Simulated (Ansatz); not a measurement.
Geometry optimisation, Ansatz 0.2.0, RKS B3LYP/def2-SVP.

The input (input.yaml):

```yaml
crystal:
  periodic: [false, false, false]
  atoms:
    - { symbol: B, position_ang: [-1.6066, 1.5199, -0.4119] }
    - { symbol: Si, position_ang: [-1.2118, 0.3219, 0.9972] }
    - { symbol: Al, position_ang: [0.9987, -0.361, 0.7199] }
    - { symbol: C, position_ang: [1.6659, -1.2464, -0.9569] }
    - { symbol: H, position_ang: [-1.5677, 1.2159, -1.5686] }
    - { symbol: H, position_ang: [-1.9955, 2.6808, -0.1637] }
    - { symbol: H, position_ang: [-1.3484, 0.9861, 2.3057] }
    - { symbol: H, position_ang: [-2.0533, -0.8305, 0.9123] }
    - { symbol: H, position_ang: [2.0993, -0.0839, 1.9374] }
    - { symbol: H, position_ang: [0.84036, -1.26425, -1.68491] }
    - { symbol: H, position_ang: [2.46006, -0.49714, -1.35933] }
    - { symbol: H, position_ang: [2.09384, -2.19078, -0.73625] }
basis:
  gaussian: { orbitals: def2-SVP }
hamiltonian:
  xc: b3lyp
relax:
  f_tol: 0.015
  max_steps: 40
```

Command:

```bash
$ ansatz run input.yaml --threads 2 --pin off --max-ram 3072MiB --backend cpu --events-out ev --progress --plain --runs-dir out
```

Task: Where does it end, and by what steps?

Result: It converged. The force dipped under the threshold on the way, but the program's further checks kept it going. After 31 steps the energy has fallen by 0.548 eV; H9 moved furthest, 0.74 Å.

```
step  energy less start (eV)  largest force component (eV/Å)  accepted
   0                  0.0000                           3.245       yes
   2                 -0.5028                           0.406       yes
   4                 -0.5343                           0.100       yes
   6                 -0.5401                           0.045       yes
   8                 -0.5235                           0.345        no
  10                 -0.5430                           0.143        no
  12                 -0.5443                           0.015       yes
  14                 -0.5448                           0.022       yes
  16                 -0.5453                           0.058       yes
  18                 -0.5457                           0.091        no
  20                 -0.5464                           0.052       yes
  22                 -0.5469                           0.041       yes
  24                 -0.5474                           0.039       yes
  26                 -0.5477                           0.023       yes
  28                 -0.5480                           0.008       yes
  30                 -0.5482                           0.011       yes
  31                 -0.5482                           0.008       yes
```

```xyz
12
Properties=species:S:1:pos:R:3
B -1.673 1.790 -0.280
Si -1.377 0.236 0.912
Al 1.056 -0.193 0.572
C 1.721 -1.369 -0.853
H -1.916 1.632 -1.452
H -1.478 2.916 0.110
H -1.594 0.499 2.370
H -2.114 -1.008 0.523
H 2.099 0.537 1.530
H 0.931 -1.916 -1.390
H 2.278 -0.769 -1.598
H 2.441 -2.106 -0.453
```

Whether the end is a true minimum wasn't checked by a vibrational analysis.

Run time: 82 s on 2 threads of Arm Neoverse V1, with other jobs on the host, peak memory 0.21 GiB.
